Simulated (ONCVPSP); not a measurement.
# What one change does to a pseudopotential (tantalum, ONCV)

ONCVPSP 4.0.1 input, shortened (lines: element, Z, core and valence counts, functional; n l f; lmax; l rc ep ncon nbas qcut; lloc lpopt rc5 dvloc0; l nproj debl; icmod fcfact rcfact), LDA (Perdew-Zunger), scalar-relativistic:

```
  Ta 73.00   10    5        3      upf
    1    0    2.00
    2    0    2.00
    2    1    6.00
    3    0    2.00
    3    1    6.00
    3    2   10.00
    4    0    2.00
    4    1    6.00
    4    2   10.00
    4    3   14.00
    5    0    2.00
    5    1    6.00
    5    2    3.00
    6    0    1.75
    6    1    0.25
    2
    0    1.90    0.00    3    8    6.30
    1    2.55    0.00    5    8    4.90
    2    2.65    0.00    5   10    6.50
    4    5    1.35    0.00
    0    2    0.80
    1    2    1.60
    2    2    2.10
    3    1.50    1.15
```

Change: s: qcut 6.9; p: qcut 5.4; d: qcut 7.1.

Cutoffs: the cutoffs (Ha) at which the residual kinetic energy of the hardest occupied pseudo-wave falls to 1 and 0.1 mHa per electron; they do not see the model core or the augmentation charge, which bear on the density cutoff. Errors are all-electron minus pseudo energies relative to the spin-unpolarised reference configuration.

What does the change do?

The potential gets harder (13 Ha and 16 Ha → 15 Ha and 18 Ha); of the 4 tests that both files solve, the error grows in 0 and shrinks in 1 by more than 15 % and 0.3 meV (median size 2.1 → 2.1 meV); neither file shows a bound ghost.

```tsv
quantity	base	changed
cutoff, loose	13 Ha	15 Ha
cutoff, tight	16 Ha	18 Ha
loose cutoff by channel	s 13 Ha, p 10 Ha, d 12 Ha	s 15 Ha, p 11 Ha, d 13 Ha
bound ghosts	none	none
GHOST(+) flags under 300 eV	s at 119.3 eV	none
error for 5s2 5p6 5d3 6s2 6p0, meV [ΔE -1.04 eV]	+0.2	+0.3
error for 5s2 5p6 5d3 6s1 6p0, meV [ΔE 7.66 eV]	-2.3	-2.2
error for 5s2 5p6 5d3 6s0 6p0, meV [ΔE 22.97 eV]	-6.1	-5.1
error for 5s2 5p6 5d3.5 6s1.5 6p0, meV [ΔE -0.06 eV]	-1.9	-1.9
s: phases at 1.93 bohr within 0.05 rad from the reference energy up to (Ha; the scan ends near 5)	3.8	4.3
p: phases at 2.59 bohr within 0.05 rad from the reference energy up to (Ha; the scan ends near 5)	3.6	3.5
d: phases at 2.69 bohr within 0.05 rad from the reference energy up to (Ha; the scan ends near 5)	4.9	to the end of the scan
rms error of d²Exc/dni dnj with the model core, mHa	4.48	4.41
```
